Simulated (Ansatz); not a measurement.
C$_{2}$H (SMILES [C]#C), doublet (typed; the unrestricted solution is spin-contaminated), geometry from GFN2-xTB; Ansatz (a program for electronic structure) with MP2/def2-SVPD.

Here is a job for Ansatz.
Ansatz 0.2 input:
```yaml
crystal:
  periodic: [false, false, false]
  atoms:
    - {symbol: C, position_ang: [-0.00000000, -0.00000000, -0.46866096]}
    - {symbol: C, position_ang: [0.00000000, 0.00000000, 0.72327087]}
    - {symbol: H, position_ang: [-0.00000000, -0.00000000, -1.52765945]}
basis:
  gaussian:
    orbitals: def2-SVPD
magnetization: {spin_polarized: true, initial_magnetization: 1}
correlation: {method: mp2}
```

What the program printed (banner, timings and long lists left out):

```
Functional definition: HF
487 factors; integrals over basis functions are off by at most 8.2e-4 eV
mean field evaluation 1: about -2068.6848 eV, gradient 1.4e1 eV
mean field evaluation 2: about -2068.6893 eV, gradient 1.4e1 eV
mean field evaluation 4: about -2070.2216 eV, gradient 3.2e0 eV
mean field evaluation 8: about -2070.5525 eV, gradient 7.5e-1 eV
mean field evaluation 16: about -2070.6063 eV, gradient 1.3e-6 eV
mean field evaluation 32: about -2070.0475 eV, gradient 2.1e0 eV
mean field -2070.60630605 eV, -76.0933782398 hartree, gradient 1.3e-6 eV, S^2 1.088311; 5 other end points of the search recorded, 0 dependent functions left out
2 core orbitals not correlated
reference -2070.60630605 eV, -76.0933782398 hartree; 5, 4 occupied and 41, 42 virtual orbitals, 487 factors
second order -5.57949485 eV of doubles, -0.00000000 eV of singles
Total energy: -2076.18580090 eV, -76.2984208937 hartree
```
